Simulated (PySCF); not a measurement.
C2H14N2Si4.
SMILES: `[SiH3]N([SiH3])[C@@H]1C[SiH2]N[SiH2]1`

Theory: TDDFT PBE0/def2-SVPD, vertical, gas phase, core orbitals frozen in the response in PySCF. Geometry: PBE0-D3(BJ)/def2-SVP, one conformer, isolated molecule.

```json
{"state": "S1", "λ (nm)": "230.1", "E (eV)": "5.39", "f": "0.0049", "|μ| (D)": "0.49", "main configurations (H = HOMO, L = LUMO)": "H→L (92%)"}
{"state": "S2", "λ (nm)": "209.4", "E (eV)": "5.92", "f": "0.0022", "|μ| (D)": "0.31", "main configurations (H = HOMO, L = LUMO)": "H→L+1 (71%), H-1→L (16%)"}
{"state": "S3", "λ (nm)": "204.9", "E (eV)": "6.05", "f": "0.0060", "|μ| (D)": "0.51", "main configurations (H = HOMO, L = LUMO)": "H-1→L (63%), H→L+1 (18%), H-1→L+1 (10%)"}
{"state": "S4", "λ (nm)": "200.6", "E (eV)": "6.18", "f": "0.0081", "|μ| (D)": "0.59", "main configurations (H = HOMO, L = LUMO)": "H→L+2 (76%), H→L+3 (18%)"}
{"state": "S5", "λ (nm)": "194.6", "E (eV)": "6.37", "f": "0.019", "|μ| (D)": "0.88", "main configurations (H = HOMO, L = LUMO)": "H→L+3 (64%), H→L+2 (19%)"}
{"state": "S6", "λ (nm)": "191.5", "E (eV)": "6.47", "f": "0.021", "|μ| (D)": "0.92", "main configurations (H = HOMO, L = LUMO)": "H→L+4 (53%), H-1→L+1 (23%)"}
{"state": "S7", "λ (nm)": "190.8", "E (eV)": "6.50", "f": "0.0047", "|μ| (D)": "0.44", "main configurations (H = HOMO, L = LUMO)": "H-1→L+1 (54%), H→L+4 (28%)"}
{"state": "S8", "λ (nm)": "184.2", "E (eV)": "6.73", "f": "0.012", "|μ| (D)": "0.68", "main configurations (H = HOMO, L = LUMO)": "H→L+5 (74%), H→L+6 (10%)"}
{"state": "S9", "λ (nm)": "179.9", "E (eV)": "6.89", "f": "0.0085", "|μ| (D)": "0.57", "main configurations (H = HOMO, L = LUMO)": "H-1→L+2 (47%), H→L+6 (14%), H-1→L+4 (12%)"}
{"state": "S10", "λ (nm)": "177.8", "E (eV)": "6.97", "f": "0.011", "|μ| (D)": "0.66", "main configurations (H = HOMO, L = LUMO)": "H→L+6 (49%), H→L+5 (14%), H-1→L+2 (12%)"}
```

Triplets (Tamm–Dancoff): T1 5.12 eV, H→L (87%); T2 5.69 eV, H-1→L (57%), H→L+1 (17%), H-1→L+1 (14%); T3 5.89 eV, H→L+1 (66%), H-1→L (14%); T4 6.03 eV, H→L+2 (68%), H→L+3 (20%).

The lowest singlet comes at 230 nm (520 kJ/mol) in the ultraviolet; it is very weak; its leading configuration is HOMO→LUMO (92%). The most intense listed level is S6 at 6.47 eV (192 nm, f = 0.021), 1.09 eV above S1. Löwdin shares by element: HOMO nitrogen 45% or more, silicon 14% or more, carbon 9% or more (atoms not listed hold the other 31%); LUMO silicon 42% (atoms not listed hold the other 58%). The listed states span 1.59 eV, and the widest gap between neighbours is 0.53 eV (S1 to S2). Weighted by f, the mean energy of these states is 6.46 eV. The oscillator strengths of these states sum to 0.097; summed over the whole spectrum of an exact calculation they would give the number of electrons, 96 (Thomas–Reiche–Kuhn). No computed singlet lies in the visible range (380 to 750 nm); the lowest, at 230 nm, stands 2.12 eV above its violet end (3.26 eV). The vertical ionisation energy (ΔSCF) is 8.33 eV, 1.36 eV above S10. Only the lowest 10 singlets were computed, as vertical energies without vibronic structure.
